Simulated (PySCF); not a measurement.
C3H9B, SMILES BC(C)C.

The structure is a stationary point at ωB97X-D3(BJ)/def2-SVP. This is a generated structure with no PubChem entry under its InChIKey; it may be hypothetical.

The numbers are results of PBE/def2-TZVP in PySCF, not measurements.

Symmetry labels are those of the subgroup Cs that the program uses (full group Cs).

List the valence orbital energies around the gap with their symmetry. (An estimate is asked for; the answer gives what the named calculation found.)


```tsv
orbital	symmetry	energy (eV)
HOMO−7	A'	-10.96
HOMO−6	A"	-10.04
HOMO−5	A'	-10.01
HOMO−4	A"	-9.21
HOMO−3	A"	-8.32
HOMO−2	A'	-8.32
HOMO−1	A"	-7.55
HOMO	A'	-7.01
LUMO	A'	-2.29
LUMO+1	A'	0.37
LUMO+2	A'	1.42
LUMO+3	A"	1.55
```
